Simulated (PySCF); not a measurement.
Job file and geometry (Å, from GFN2-xTB) of an NMR shielding run on 1-methylcyclopentanol (CC1(O)CCCC1, C₆H₁₂O), GIAO PBE0/pcSseg-1 NMR shielding, non-relativistic, gas phase (PySCF 2.14.0, density-fitted response routines); density fitting, a coarse starting grid and PySCF grid level 2 are the driver's defaults:

```
$ OMP_NUM_THREADS=1 python probes_run.py task.json out

{"job": {"kind": "nmr", "xc": "PBE0", "basis": "pcSseg-1"}, "charge": 0, "multiplicity": 1}
C      1.882368    -0.380720    -0.832758
C      0.782037     0.111848     0.101993
O      1.444171     0.800984     1.149415
C     -0.223930     1.038910    -0.615578
C     -1.562446     0.762689     0.062813
C     -1.531541    -0.751466     0.259638
C     -0.083527    -1.048970     0.661395
H      1.459633    -0.963081    -1.646225
H      2.581851    -0.995849    -0.273157
H      2.423884     0.469076    -1.239986
H      0.777847     1.177471     1.734390
H     -0.282882     0.768101    -1.669820
H      0.088277     2.080541    -0.544889
H     -2.410834     1.091321    -0.535688
H     -1.613443     1.267992     1.030270
H     -2.245929    -1.092083     1.008045
H     -1.767093    -1.244689    -0.684530
H      0.251483    -2.011535     0.279663
H      0.020268    -1.071289     1.747547
```

Question: Write the output of this run.

Answer: 
```
coarse grid: 15048 points
cycle   1  E = -310.5280925872  dE =  8.153e-01  |g| = 6.972e-01  |ddm| = 3.697e+00
cycle   2  E = -310.4685657955  dE =  5.953e-02  |g| = 9.166e-01  |ddm| = 1.365e+00
cycle   3  E = -310.6283457071  dE = -1.598e-01  |g| = 8.489e-02  |ddm| = 8.488e-01
cycle   4  E = -310.6295446864  dE = -1.199e-03  |g| = 3.490e-02  |ddm| = 8.894e-02
cycle   5  E = -310.6298118205  dE = -2.671e-04  |g| = 6.119e-03  |ddm| = 3.427e-02
cycle   6  E = -310.6298188369  dE = -7.016e-06  |g| = 2.095e-03  |ddm| = 7.799e-03
final grid: 142920 points
cycle   7  E = -310.6840800877  dE = -4.274e-05  |g| = 1.203e-02  |ddm| = 3.411e-02
cycle   8  E = -310.6840503404  dE =  2.975e-05  |g| = 1.703e-02  |ddm| = 2.367e-02
cycle   9  E = -310.6841131062  dE = -6.277e-05  |g| = 1.174e-03  |ddm| = 1.403e-02
cycle  10  E = -310.6841133715  dE = -2.653e-07  |g| = 2.798e-04  |ddm| = 1.129e-03
cycle  11  E = -310.6841133856  dE = -1.412e-08  |g| = 6.232e-05  |ddm| = 2.727e-04
cycle  12  E = -310.6841133864  dE = -7.320e-10  |g| = 1.992e-05  |ddm| = 7.500e-05
converged SCF energy = -310.6841133864

GIAO shielding tensors (ppm)
atom      isotropic    diamagn.    paramagn.     s11        s22        s33       span
  0 C      155.782     245.586     -89.805    137.492    146.890    182.962     45.471
  1 C      105.649     244.901    -139.253     84.027    102.985    129.934     45.906
  2 O      230.155     390.937    -160.781    191.537    221.854    277.076     85.539
  3 C      139.889     247.719    -107.829    116.153    136.371    167.144     50.990
  4 C      157.114     248.855     -91.741    132.170    165.258    173.914     41.744
  5 C      156.959     248.387     -91.428    130.271    165.881    174.726     44.455
  6 C      139.711     248.022    -108.311    115.215    129.179    174.739     59.525
  7 H       30.925      30.331       0.594     27.185     29.077     36.513      9.328
  8 H       30.042      29.379       0.663     26.178     27.766     36.181     10.003
  9 H       30.105      29.404       0.701     26.063     28.095     36.157     10.094
 10 H       30.774      34.255      -3.481     22.321     30.117     39.884     17.562
 11 H       30.234      32.047      -1.812     25.593     29.806     35.303      9.709
 12 H       29.963      31.475      -1.513     26.483     28.230     35.175      8.692
 13 H       29.960      29.939       0.020     25.321     26.939     37.621     12.300
 14 H       30.206      31.594      -1.388     26.235     28.010     36.372     10.137
 15 H       29.852      29.736       0.116     25.146     26.996     37.415     12.270
 16 H       30.281      30.821      -0.539     25.623     28.183     37.038     11.415
 17 H       29.674      31.573      -1.899     25.663     29.240     34.119      8.457
 18 H       30.021      31.783      -1.762     25.801     29.304     34.959      9.158
```

Question: Turn these shieldings into chemical shifts. Scale: ¹³C (186.93 ppm) and ¹H (31.72 ppm) vs TMS; ¹⁷O (336.08 ppm) against H2O (reference shieldings calculated alike).

Answer: Averaging equivalent atoms: C 1: 81.3; C 3/6: 47.1; C 0: 31.1; C 4/5: 29.9; O 2: 105.9; H 11/17: 1.76; H 12/18: 1.73; H 14/15: 1.69; H 13/16: 1.60; H 7/8/9: 1.36; H 10: 0.94 ppm. Experimental scales use liquid or dissolved standards, which lie at an offset from isolated H2O (liquid H2O: subtract about 36 ppm).

Size and cost of the density-fitted run: 179 basis functions, 23 s wall time on 1 thread of an Arm Neoverse V2, shared host; peak memory 0.82 GiB.
